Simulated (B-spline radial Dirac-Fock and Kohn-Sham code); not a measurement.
## Photoemission from N at 1260 eV, detector at θ = 54.7°, φ = 0°

System: the N atom, configuration [He] 2s2 2p3. Calculated with a radial B-spline solver, using Dirac-Hartree-Slater photoionisation with a Latter tail; cross sections with all multipoles, angular parameters from the dipole term and its interference with E2. Thresholds are tabulated edges, those marked * orbital energies of the model. For linearly polarised light dσ/dΩ = σ/(4π) [1 + β P₂(cos θ) + (δ + γ cos²θ) sin θ cos φ], with θ from the polarisation vector and φ the angle between the beam and the projection of the electron momentum on the plane normal to the polarisation. The dipole factor is 1 + βP₂ and the non-dipole term is the rest of the bracket. Open shells are filled statistically over j.

Input of the calculation (task.json; shells as n, l, electrons):

```json
{"items": [{
  "Z": 7,
  "q": 0,
  "cfg": [[1, 0, 2], [2, 0, 2], [2, 1, 3]],
  "A": 14,
  "rrms": 2.5582,
  "do": "xps",
  "hv": [61.9, 67.4, 79.2, 81.3, 100, 150, 383.0, 400, 546.0, 554.0, 578.0, 600, 800, 1260.0, 1500.0, 2000, 2020.0, 2250.0, 2500.0, 2810.0, 2984.4, 3030.0, 3480.0, 3940.0, 5490.0, 5740.0, 7300.0, 8047.8, 8360.0, 9760.0],
  "edges": {"K": 409.9}
}]}
```

Launch: `python xray2_run.py task.json out`

```
subshell  threshold (eV)  σ (kb)     β     γ      δ  dipole factor  non-dipole term  dσ/dΩ (kb/sr)
      1s           409.9    39.8  2.00  0.59  0.000          1.002           +0.160           3.67
      2s          22.14*    1.80  2.00  0.65  0.000          1.002           +0.178          0.169
   2p1/2          10.61*  0.0507  0.48  0.41  0.098          1.000           +0.193        0.00481
   2p3/2          10.59*   0.100  0.48  0.41  0.098          1.000           +0.193        0.00954
```
